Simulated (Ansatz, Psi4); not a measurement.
Here is a job for Ansatz (a first-principles code).
Ansatz 0.2 input:
```yaml
crystal:
  periodic: [false, false, false]
  atoms:
    - {symbol: Si, position_ang: [-0.00000000, -0.00000000, -0.54858264]}
    - {symbol: O, position_ang: [0.00000000, 0.00000000, 0.96001962]}
basis:
  gaussian:
    orbitals: aug-cc-pVDZ
hamiltonian:
  xc: revpbe
accuracy: high
```

Problem. Convert this to an input for Psi4.

Solution. One answer among several that fit: 
```
memory 2 GB

molecule {
0 1
  Si   -0.00000000   -0.00000000   -0.54858264
  O     0.00000000    0.00000000    0.96001962
}

set basis aug-cc-pvdz
set scf_type pk
set puream true
set d_convergence 1e-8
set dft_radial_points 99
set dft_spherical_points 590

energy('revpbe')
print_variables()
```

Both were run: Ansatz gave -364.646858 Eh and Psi4 -364.646858 Eh, 0.000 mEh apart.
